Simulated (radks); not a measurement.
The numbers below are computed, except where a source is named.
Mn7+, configuration [Ar]. Level of theory: scalar-relativistic Kohn-Sham, Slater X-alpha with alpha = 0.667, spin-polarised, spherical densities, point nucleus (a radial shooting solver on a logarithmic mesh with Libxc functionals).

Normalised radial functions P(r) = r R(r), r in bohr:

```
   r/bohr * 2s, o 2p, + 3s (the largest magnitude, 1.98, reaches the edge; | marks zero, & curves that meet)
 0.005656                             o +  *
 0.007075                             o  +  *
 0.008923                             o  +   *
  0.01116                             |o  +    *
  0.01408                             |o  +     *
  0.01761                             | o  +     *
  0.02221                             | o  +      *
  0.02801                             |   o+       *
  0.03505                             |    &       *
   0.0442                             |    + o    *
  0.05529                             |   +    *o
  0.06973                             |+  *         o
  0.08724                           *+|                o
     0.11                   *     +   |                    o
   0.1387            *         +      |                        o
   0.1736     *              +        |                          o
   0.2189  *                 +        |                         o
   0.2739   *                   +     |                      o
   0.3454        *                    +                 o
   0.4321              *              |       +   o
   0.5449                     *       |      o      +
   0.6872                          *  |  o             +
   0.8597                            *|o              +
    1.084                             &          +
    1.356                             &     +
    1.711                             & +
     2.14                             &+
    2.699                             &
```

2s: eigenvalue -887.08 eV, 1 radial node at r = 0.0823 bohr, <r> = 0.280 bohr, 90 % of the charge inside 0.434 bohr. 2p: eigenvalue -774.37 eV, 0 radial nodes, <r> = 0.247 bohr, 90 % of the charge inside 0.405 bohr. 3s: eigenvalue -213.24 eV, 2 radial nodes at r = 0.0796, 0.342 bohr, <r> = 0.795 bohr, 90 % of the charge inside 1.17 bohr.
